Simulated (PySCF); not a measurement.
**Orbital energies and ionisation energy**

Species: C₂H₆GeO.
SMILES with atom numbers: `[CH3:1][C:2](=[O:3])[GeH3:4]` (hydrogens: H5, H6, H7 on C1; H8, H9, H10 on Ge4)

Cartesian coordinates in Å at the PBE0-D3(BJ)/def2-SVP level; atoms count from 1:
```
atom  x, y, z in Å
C1    -1.7176   -0.3344    0.2468
C2    -0.4695    0.3897   -0.1812
O3    -0.4838    1.5023   -0.6430
Ge4    1.3135   -0.5161    0.0618
H5    -2.5972    0.3077    0.0977
H6    -1.6370   -0.6283    1.3063
H7    -1.8255   -1.2658   -0.3324
H8     1.8965   -0.0468    1.4075
H9     1.1868   -2.0529    0.0854
H10    2.2336   -0.0707   -1.0827
```

Level: CAM-B3LYP/def2-SVPD (PySCF). Frontier orbitals with their largest atomic shares (Löwdin; up to four atoms above 4 %):

| orbital | ε (eV) | main atoms |
| --- | --- | --- |
| HOMO−3 | -12.16 | O3 39 %, C1 20 %, C2 18 %, H7 8 % |
| HOMO−2 | -11.14 | Ge4 41 %, H9 27 %, H10 15 %, H8 8 % |
| HOMO−1 | -11.10 | Ge4 39 %, H8 25 %, H10 20 %, O3 7 % |
| HOMO | -8.34 | ? |
| LUMO | 0.04 | C2 37 %, O3 31 %, Ge4 12 %, C1 8 % |
| LUMO+1 | 0.78 | Ge4 47 %, C1 10 %, H9 8 %, H8 7 % |
| LUMO+2 | 1.40 | Ge4 42 %, H9 12 %, C2 12 %, H8 10 % |

Q: What vertical ionisation energy does ΔSCF give, and how far is −ε(HOMO) from it?

A: ΔSCF: 9.19 eV (887 kJ/mol; threshold wavelength 135 nm); ⟨S²⟩ of the doublet left behind is 0.757, against 0.75 for a pure doublet. −ε(HOMO) is 8.34 eV, 0.85 eV below it. In exact Kohn–Sham theory the two would be equal; CAM-B3LYP (range-separated hybrid) falls short of its own ΔSCF value by 9 %.

Q: On which atoms does the HOMO lie?

A: O3 (carbonyl oxygen) 48 %, C2 (carbonyl carbon) 18 %, Ge4 (germanium bonded to C and 3 H) 15 %, C1 (methyl carbon next to a carbonyl) 10 %. The HOMO−1 lies 2.76 eV lower.

Q: How many of the 10 lowest singlet excitations (vertical TDDFT, same level) lie below the ionisation energy?

A: All 10; they run from 3.68 to 8.22 eV.

Q: With α = 61.5 au, estimate the like-pair dispersion coefficient by London's formula C6 = (3/4)α²I.

A: I = 0.3377 Eh, so C6 ≈ 959 au, a rough estimate.

Q: What kinetic energy would electrons from this vertical process carry with 118.2 nm light (10.49 eV)?

A: 10.49 − 9.19 = 1.30 eV.

Geometry: PBE0-D3(BJ)/def2-SVP; no solvent, vibrations or thermal averaging. The calculation is non-relativistic, for germanium too.
